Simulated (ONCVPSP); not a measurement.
**An all-electron radial function and its pseudo partner (copper (Cu))**

Columns: radius, all-electron u(r) and pseudo u(r) of the 3p shell (level -72.73 eV) of copper in the configuration [Ne] 3s2 3p6 3d10 4s0.75 4p0.25; revPBE, scalar-relativistic, ONCV scheme, ONCVPSP 4.0.1.

```tsv
r (bohr)	all-electron	pseudo
0.075	-0.5107	0.0420
0.150	-0.6158	0.1614
0.225	-0.2377	0.3411
0.300	0.2707	0.5555
0.375	0.7088	0.7745
0.450	1.0120	0.9697
0.525	1.1803	1.1187
0.600	1.2422	1.2094
0.675	1.2281	1.2380
0.750	1.1663	1.2103
0.825	1.0774	1.1372
0.900	0.9758	1.0334
0.975	0.8712	0.9150
1.050	0.7695	0.7962
1.125	0.6740	0.6868
1.200	0.5866	0.5912
1.275	0.5080	0.5090
1.350	0.4381	0.4382
1.425	0.3766	0.3765
1.500	0.3229	0.3228
1.575	0.2762	0.2762
1.650	0.2358	0.2358
1.725	0.2011	0.2010
1.800	0.1712	0.1712
1.875	0.1456	0.1456
1.950	0.1237	0.1237
```

Problem. How many radial nodes do the two functions have?

Solution. The all-electron 3p function has n − l − 1 = 1; the pseudo-wave has 0, since the states of the same l below it are removed with the core.

Problem. At about which radius was the pseudo-wave matched?

Solution. 1.50 bohr. The columns agree to 0.0005 from 1.35 bohr on; several derivatives are matched, so the curves merge somewhat inside the radius.

Problem. Where does each function peak?

Solution. Outermost all-electron maximum near 0.60 bohr, pseudo maximum near 0.68 bohr (to the table’s step).

Problem. Is the pseudo-wave norm-conserving?

Solution. Yes: the ONCV scheme keeps the norm inside the radius equal to the all-electron one, which fixes the energy derivative of the logarithmic derivative at the level.
